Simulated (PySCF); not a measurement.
ClH3MoN2S, multiplicity 1. Atoms are numbered in the order given.

```xyz
8

Mo     0.1598     0.0777    -0.1682
N      0.9861    -0.7263    -1.4511
H      1.6580    -1.4158    -1.7924
S      1.0035    -0.4259     1.7187
Cl    -2.0686    -0.5087    -0.2275
N      0.3925     1.9557    -0.4984
H      0.7550     2.3475    -1.3649
H      0.3339     2.6595     0.2364
```
Charge 0, spin multiplicity 1.

Geometry: B3LYP-D3(BJ)/def2-SVP. The spin state was assumed, not searched. The structure was generated by enumeration; whether it is a known compound was not checked. The def2 effective core potentials stand for the cores of Mo; spin–orbit coupling is left out. One conformer was computed; it need not be the lowest.

The numbers are results of B3LYP-D3(BJ)/def2-SVP (PySCF), not measurements.

Frequencies are harmonic and unscaled.

| mode | ν (cm⁻¹) | IR (km/mol) | moving atoms (share of kinetic energy) |
|---|---|---|---|
| 1 | 141 | 0.2 | S 38 %, Cl 38 %, Mo 15 % |
| 2 | 161 | 1.1 | N 39 %, Cl 26 %, Mo 17 %, H 12 % |
| 3 | 191 | 4.2 | N 41 %, S 23 %, H 16 %, Mo 14 % |
| 4 | 221 | 7.5 | N 50 %, H 22 %, S 12 %, Cl 9 % |
| 5 | 255 | 15.1 | N 61 %, H 26 % |
| 6 | 390 | 25.2 | Cl 60 %, Mo 23 %, H 15 % |
| 7 | 407 | 1.9 | H 83 % |
| 8 | 498 | 81.1 | H 74 %, N 22 % |
| 9 | 540 | 306.6 | H 70 %, N 22 % |
| 10 | 569 | 4.8 | S 61 %, Mo 20 %, H 17 % |
| 11 | 605 | 53.2 | H 73 %, N 21 % |
| 12 | 678 | 9.9 | H 61 %, N 35 % |
| 13 | 741 | 118.7 | N 54 %, H 31 %, Mo 15 % |
| 14 | 1003 | 91.3 | N 78 %, Mo 15 % |
| 15 | 1500 | 29.4 | H 89 %, N 11 % |
| 16 | 3533 | 137.2 | H 96 % |
| 17 | 3564 | 167.0 | H 93 % |
| 18 | 3639 | 51.9 | H 91 %, N 9 % |
